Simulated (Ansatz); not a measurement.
These are frozen-core CCSD(T)/cc-pVTZ // B3LYP-D3(BJ)/def2-TZVP in Ansatz (a first-principles code) values and carry that method's errors.

Ansatz 0.2 input:
```yaml
crystal:
  periodic: [false, false, false]
  atoms:
    - { symbol: O, position_ang: [0.91436, 0.145767, -0.487416] }
    - { symbol: Si, position_ang: [-0.424446, -0.153878, 0.589175] }
    - { symbol: H, position_ang: [1.390628, -0.550544, -1.007679] }
    - { symbol: H, position_ang: [1.338928, 1.029588, -0.632156] }
    - { symbol: H, position_ang: [-1.974305, 0.065601, -0.548658] }
    - { symbol: H, position_ang: [-0.578377, -1.616144, 0.723191] }
    - { symbol: H, position_ang: [-0.666788, 1.079611, 1.363545] }
basis:
  gaussian: { orbitals: cc-pVTZ }
correlation:
  method: ccsd_t
total_charge: 2
magnetization:
  spin_polarized: true
  initial_magnetization: 1
```

Output:

```
Functional definition: HF
766 factors; integrals over basis functions are off by at most 1.1e-3 eV
mean field evaluation 1: about -9945.8826 eV, gradient 5.7e1 eV
mean field evaluation 2: about -9945.8867 eV, gradient 5.7e1 eV
mean field evaluation 4: about -9956.6082 eV, gradient 3.4e0 eV
mean field evaluation 8: about -9956.7816 eV, gradient 1.6e-1 eV
mean field evaluation 16: about -9956.7486 eV, gradient 1.1e0 eV
mean field -9956.78212276 eV, -365.9049940620 hartree, gradient 1.7e-6 eV, S^2 0.753839; 1 other end points of the search recorded, 0 dependent functions left out
6 core orbitals not correlated
reference -9956.78212276 eV, -365.9049940620 hartree; 7, 6 occupied and 121, 122 virtual orbitals, 766 factors
second order -9.22756489 eV of doubles, -0.00000000 eV of singles
cycle   1  -9.54968747 eV  change   -3.2e-1 eV  update   6.3e-2
cycle   2  -9.81703020 eV  change   -2.7e-1 eV  update   2.2e-2
cycle   3  -9.86395597 eV  change   -4.7e-2 eV  update   1.1e-2
cycle   4  -9.85895587 eV  change    5.0e-3 eV  update   4.6e-3
cycle   5  -9.86051757 eV  change   -1.6e-3 eV  update   2.5e-3
cycle   6  -9.86143589 eV  change   -9.2e-4 eV  update   8.8e-4
cycle   7  -9.86133448 eV  change    1.0e-4 eV  update   3.0e-4
cycle   8  -9.86142322 eV  change   -8.9e-5 eV  update   1.2e-4
cycle   9  -9.86144406 eV  change   -2.1e-5 eV  update   4.5e-5
cycle  10  -9.86143024 eV  change    1.4e-5 eV  update   2.0e-5
cycle  11  -9.86144304 eV  change   -1.3e-5 eV  update   9.8e-6
perturbative correction -0.28453845 eV, -0.0104565952 hartree
Total energy: -9966.92810425 eV, -366.2778520046 hartree
```

Cost: about 15 core-seconds (a rough figure).
